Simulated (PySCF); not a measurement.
Shifts of the heteroatoms

Atom-mapped SMILES (the numbers label the heavy atoms): `[CH2:1]=[CH:2][Si:3]1([PH2:4])[CH2:5][CH2:6][CH2:7]1`; H(Xn) means a hydrogen on atom n. Ha(C1) is cis to Si3; Hb(C1) is trans to Si3.

Theoretical values (PySCF 2.14): PBE0/pcSseg-1 with gauge-including orbitals, GFN2-xTB structure. Relativity neglected, one computed conformer, averaged over atoms made equivalent by symmetry, fast rotation or ring inversion, no solvent model.

(1) What are the $^{31}$P shifts?

(2) What are the $^{29}$Si shifts?

Results:

(1) 
| atoms | environment | σ (ppm) | δ (ppm) |
| --- | --- | --- | --- |
| P4 | phosphorus bonded to Si, 2 H | 634.4 | -255.5 |

Shieldings were converted by a linear fit to measured shifts: $^{31}$P: δ = 270.09 − 0.828σ (rms 18.1 ppm, 64 shifts vs H3PO4, solution or neat liquid). A few per cent of atoms miss by over 2 rms, more outside the fitted compound classes.

On a 500 MHz spectrometer $^{31}$P resonates near 202.4 MHz, so 1 ppm is 202.4 Hz.

(2) 
```tsv
atoms	environment	σ (ppm)	δ (ppm)
Si3	silicon bonded to 3 C, P, in a 4-membered ring	333.1	6.2
```

Shieldings were converted by a linear fit to measured shifts: $^{29}$Si (scatter 8.9 ppm rms, 25.8 ppm with the 6 outliers that the fit left out vs TMS, solution or neat liquid). Occasional misses reach two or three times the rms, and more in compound classes unlike the fitted ones.

On a 300 MHz spectrometer $^{29}$Si resonates near 59.6 MHz, so 1 ppm is 59.6 Hz.
